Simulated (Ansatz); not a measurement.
The same molecule with X = B, Al, Ga, In. Ansatz, PBE0-D4/def2-TZVP geometries, multiplicity 1.

Elements past krypton have def2 core potentials. Scalar relativity is left out up to krypton.

```tsv
X	molecule	mean X–C bond length / Å	mean X–Cl bond length / Å	mean X–H bond length / Å	HOMO–LUMO gap (ωB97M-V/def2-TZVPP) / eV	HOMO–LUMO gap (B3LYP/def2-TZVPP) / eV	LUMO energy (B3LYP/def2-TZVPP) / eV
B	`CBCl`	1.548	1.750	1.194	11.57	6.81	-1.40
Al	`[CH3][AlH][Cl]`	1.938	2.105	1.579	10.90	6.65	-1.34
Ga	`[CH3][GaH][Cl]`	1.952	2.160	1.560	10.68	6.26	-1.62
```

Q: Give the row for X = In, `[CH3][InH][Cl]`. (Best estimate.)

A: Computed: 
```
 X          molecule  mean X–C bond length / Å  mean X–Cl bond length / Å  mean X–H bond length / Å  HOMO–LUMO gap (ωB97M-V/def2-TZVPP) / eV  HOMO–LUMO gap (B3LYP/def2-TZVPP) / eV  LUMO energy (B3LYP/def2-TZVPP) / eV
In  `[CH3][InH][Cl]`                     2.131                      2.357                     1.708                                     9.94                                   5.75                                -1.88
```

From B to In the mean X–C bond length rises at each step, by 0.583 Å in all; the mean X–Cl bond length rises at each step, by 0.607 Å in all; the mean X–H bond length isn't monotonic: highest at In, lowest at B; the HOMO–LUMO gap (ωB97M-V/def2-TZVPP) falls at each step, by 1.63 eV in all; the HOMO–LUMO gap (B3LYP/def2-TZVPP) falls at each step, by 1.06 eV in all; the LUMO energy (B3LYP/def2-TZVPP) isn't monotonic: highest at Al, lowest at In. Bonds lengthen as the atom grows down the group.

B3LYP here is the variant with VWN-RPA as its local correlation; programs differ in this.
